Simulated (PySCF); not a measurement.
PySCF 2.14 output of an unrestricted M06-2X calculation on a single atom or ion in aug-cc-pVQZ (9s8p6d4f3g2h, 140 functions), with no relativity, point nucleus:

```
SCF conv_tol = 1e-09
number electrons alpha = 14  beta = 11
    Y. Zhao and D. G. Truhlar.,  Theor. Chem. Acc. 120, 215 (2008)
    Y. Zhao and D. G. Truhlar.,  Theor. Chem. Acc. 120, 215 (2008)
cycle= 1 E= -1150.78996956928  delta_E= -0.0526  |g|= 0.102  |ddm|= 1.56
cycle= 2 E= -1150.77118650682  delta_E= 0.0188  |g|= 0.222  |ddm|= 0.879
cycle= 3 E= -1150.76654341033  delta_E= 0.00464  |g|= 0.0987  |ddm|= 0.27
cycle= 4 E= -1150.76034139165  delta_E= 0.0062  |g|= 0.0832  |ddm|= 0.211
cycle= 5 E= -1150.76676497476  delta_E= -0.00642  |g|= 0.0461  |ddm|= 0.141
cycle= 6 E= -1150.80229924228  delta_E= -0.0355  |g|= 0.161  |ddm|= 0.829
cycle= 7 E= -1150.78322043762  delta_E= 0.0191  |g|= 0.0839  |ddm|= 0.245
cycle= 8 E= -1150.76527426168  delta_E= 0.0179  |g|= 0.023  |ddm|= 0.367
cycle= 9 E= -1150.7691463432  delta_E= -0.00387  |g|= 0.037  |ddm|= 0.121
cycle= 10 E= -1150.76521143496  delta_E= 0.00393  |g|= 0.0157  |ddm|= 0.175
cycle= 11 E= -1150.76466789141  delta_E= 0.000544  |g|= 0.0113  |ddm|= 0.044
cycle= 12 E= -1150.76484177031  delta_E= -0.000174  |g|= 0.0105  |ddm|= 0.0369
cycle= 13 E= -1150.76493118433  delta_E= -8.94e-05  |g|= 0.011  |ddm|= 0.0158
cycle= 14 E= -1150.76473753842  delta_E= 0.000194  |g|= 0.00978  |ddm|= 0.0306
cycle= 15 E= -1150.76480279353  delta_E= -6.53e-05  |g|= 0.0104  |ddm|= 0.00834
cycle= 16 E= -1150.7644705467  delta_E= 0.000332  |g|= 0.00854  |ddm|= 0.0599
cycle= 17 E= -1150.76520960673  delta_E= -0.000739  |g|= 0.0155  |ddm|= 0.0992
cycle= 18 E= -1150.76633348086  delta_E= -0.00112  |g|= 0.0238  |ddm|= 0.0803
cycle= 19 E= -1150.766099266  delta_E= 0.000234  |g|= 0.0225  |ddm|= 0.00988
cycle= 20 E= -1150.76452021647  delta_E= 0.00158  |g|= 0.0099  |ddm|= 0.112
cycle= 21 E= -1150.76424446271  delta_E= 0.000276  |g|= 0.00361  |ddm|= 0.0575
cycle= 22 E= -1150.76424188457  delta_E= 2.58e-06  |g|= 0.00183  |ddm|= 0.0273
cycle= 23 E= -1150.76423821689  delta_E= 3.67e-06  |g|= 0.00116  |ddm|= 0.0218
cycle= 24 E= -1150.76423675144  delta_E= 1.47e-06  |g|= 0.00116  |ddm|= 0.0026
cycle= 25 E= -1150.76423590306  delta_E= 8.48e-07  |g|= 0.000981  |ddm|= 0.00258
cycle= 26 E= -1150.76423532346  delta_E= 5.8e-07  |g|= 0.000682  |ddm|= 0.00571
cycle= 27 E= -1150.76423424706  delta_E= 1.08e-06  |g|= 0.000518  |ddm|= 0.00955
cycle= 28 E= -1150.76423291965  delta_E= 1.33e-06  |g|= 0.000105  |ddm|= 0.00658
cycle= 29 E= -1150.76423291015  delta_E= 9.5e-09  |g|= 3.78e-05  |ddm|= 0.000921
cycle= 30 E= -1150.76423290352  delta_E= 6.63e-09  |g|= 4.72e-06  |ddm|= 0.000545
cycle= 31 E= -1150.76423290354  delta_E= -1.77e-11  |g|= 3.93e-06  |ddm|= 3.97e-05
converged SCF energy = -1150.76423290354  <S^2> = 3.8533637  2S+1 = 4.0513522
```

The run itself started from symmetry-adapted Hartree-Fock orbitals and held the occupation by maximum overlap, on a logarithmic radial grid, so the iterations belong to that start.

**Question.** Which element, charge and spin multiplicity is this?

**Answer.** Mn (manganese, neutral), multiplicity 4; the state was [Ar] 3d7, high-spin 4F determinant (an excited configuration).

⟨S²⟩ = 3.85 against 3.75 shows spin contamination.
